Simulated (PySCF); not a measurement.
Species: CH6OSSi.
Z-matrix (Å and degrees, PBE0-D3(BJ)/def2-SVP geometry), rows numbered from 1:
```
C 
S   1  1.8230
Si  2  2.1455  1  100.26
O   3  1.6594  2  109.42  1  -144.98
H   1  1.0986  2  111.76  3   -64.95
H   1  1.0989  2  111.53  3    58.24
H   1  1.0982  2  106.42  3   176.90
H   3  1.4984  2  105.69  1   -22.07
H   3  1.4868  2  113.86  1    98.30
H   4  0.9622  3  115.96  2    50.05
```

Level: B3LYP/def2-SVPD in PySCF, non-relativistic, on one gas-phase PBE0-D3(BJ)/def2-SVP geometry that isn't relaxed in the solvent. The solvent is an IEF-PCM continuum (cavity from Bondi-type radii × 1.2), and excitations are vertical TDDFT with non-equilibrium linear response and a frozen core. Specific hydrogen bonds and non-electrostatic terms are outside this model.

Gas-phase singlets (H = HOMO, L = LUMO):

| state | E (eV) | λ (nm) | f | leading configurations |
| --- | --- | --- | --- | --- |
| S1 | 5.246 | 236 | 0.007 | H→L 95% |
| S2 | 5.937 | 209 | 0.037 | H→L+1 93% |
| S3 | 6.394 | 194 | 0.023 | H→L+2 88% |
| S4 | 6.563 | 189 | 0.001 | H→L+3 78%, H→L+2 9%, H-1→L 9% |
| S5 | 6.755 | 184 | 0.013 | H-1→L 85%, H→L+3 9% |

Task: What are the lowest 5 singlets in dimethylsulfoxide (ε = 46.83)?

Result: 
```json
{"state": "S1", "E (eV)": "5.349", "λ (nm)": "232", "f": "0.007", "leading configurations": "H→L 95%", "change by rank (eV)": "+0.103"}
{"state": "S2", "E (eV)": "6.045", "λ (nm)": "205", "f": "0.057", "leading configurations": "H→L+1 96%", "change by rank (eV)": "+0.108"}
{"state": "S3", "E (eV)": "6.453", "λ (nm)": "192", "f": "0.030", "leading configurations": "H→L+2 87%", "change by rank (eV)": "+0.059"}
{"state": "S4", "E (eV)": "6.701", "λ (nm)": "185", "f": "0.001", "leading configurations": "H→L+3 74%, H-1→L 12%, H→L+2 10%", "change by rank (eV)": "+0.138"}
{"state": "S5", "E (eV)": "6.856", "λ (nm)": "181", "f": "0.021", "leading configurations": "H-1→L 80%, H→L+3 14%", "change by rank (eV)": "+0.101"}
```

Task: The ground-state energy changes by -0.226 eV from gas to dimethylsulfoxide. By how much does the total energy of gas-phase S1 change?

Result: E(S1) = E(S0) + excitation energy, so it changes by -0.226 + 0.103 = -0.123 eV: it is lowered less than the ground state, which is what a blue shift means. This is the vertical state, with the slow part of the continuum still set for S0.

Task: How do the frontier levels move from gas to dimethylsulfoxide?

Result: 
```tsv
orbital	gas (eV)	solvent (eV)	change (eV)
LUMO+2	0.48	0.55	+0.07
LUMO+1	0.07	0.26	+0.19
LUMO	-0.53	-0.37	+0.16
HOMO	-6.83	-6.82	+0.01
HOMO-1	-8.26	-8.22	+0.04
HOMO-2	-9.08	-9.02	+0.06
HOMO-3	-9.65	-9.59	+0.06
```

The HOMO–LUMO gap goes from 6.30 to 6.45 eV.
